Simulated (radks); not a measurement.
Spherical jellium clusters: N electrons in a uniform positive sphere of charge N and radius rs N^(1/3), rs = 3.05 bohr. Method: non-relativistic Kohn-Sham, PBEsol, spin-polarised, spherical densities; computed with a radial shooting solver with Libxc functionals. Levels are named by radial order and angular momentum (1s, 1p, 1d, 2s, ...), and open shells are averaged over m.

N = 9, configuration 1s2 1p6 1d(up 1, down 0). This is the lowest configuration that the search found. Occupied and some empty levels:

level,occupation,eigenvalue (eV),<r> (bohr)
1s up,1,-6.3249,4.238
1s down,1,-6.2315,4.140
1p up,3,-4.3663,5.266
1p down,3,-4.1819,5.200
1d up,1,-2.1394,6.302
1d down,0,-1.9029,6.285
2s up,0,-1.6946,6.582
2s down,0,-1.5456,6.592

Energy (eV): total -13.7759, kinetic 24.131, external -400.83, Hartree 193.62, exchange-correlation -39.141, background 208.45.

Electron density:

r (bohr),n(r) (e/bohr^3)
0.489,0.005866
1.31,0.006925
2.12,0.008398
2.94,0.009466
3.76,0.009392
4.58,0.007933
5.39,0.005563
6.21,0.003204
7.03,0.001560
7.84,0.0006827
8.66,0.0002815
9.48,0.0001139
10.3,0.00004639
